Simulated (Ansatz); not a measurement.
`[CH3][SnH]([CH3])[OH]` + `C=N` → `[CH3][SnH2][CH3]` + `N=CO`  (formal exchange of groups at the Sn–O bond)

Gas-phase electronic energies from Ansatz, PBE0-D4/def2-TZVP geometries. CBS: MP2 limit from def2 TZ/QZ plus the TZ coupled-cluster correction, frozen cores. This one scheme is used for every species. DFT in def2-TZVPP. Elements past krypton have def2 core potentials. For Sn outer-core shells are correlated without core-valence functions, which leaves a few kJ/mol of doubt a bond. Each species was taken in one conformer, which may not be the lowest.

CCSD(T)/CBS gives +35.7 kJ/mol.

(1) Another level gave +13.3 kJ/mol. Which?
A. LDA (SPW92)/def2-TZVPP
B. CAM-B3LYP-D4/def2-TZVPP
C. CCSD/def2-TZVPP
D. r2SCANh-D4/def2-TZVPP

Largest T1 diagnostic among the species: 0.014.

Answers

(1) D. r2SCANh-D4 13.3, CCSD/def2-TZVPP 27.1, CAM-B3LYP-D4 18.1, LDA (SPW92) -13.2 kJ/mol.

At CCSD(T), def2-SVP lies −31.5 kJ/mol from the extrapolated value and def2-TZVPP −8.8 kJ/mol. In def2-TZVPP, CCSD(T) changes the Hartree–Fock value by +4.9 kJ/mol (the triples alone add −0.2 kJ/mol) and MP2 by +7.0 kJ/mol. Leaving LDA and LC-ωPBE aside and taking each functional with its dispersion term where it has one, the values, not all of them listed here, spread over 14.6 kJ/mol, from HSE06-D4 to B2PLYP. LDA lies −23.0 kJ/mol from PBE without D4.
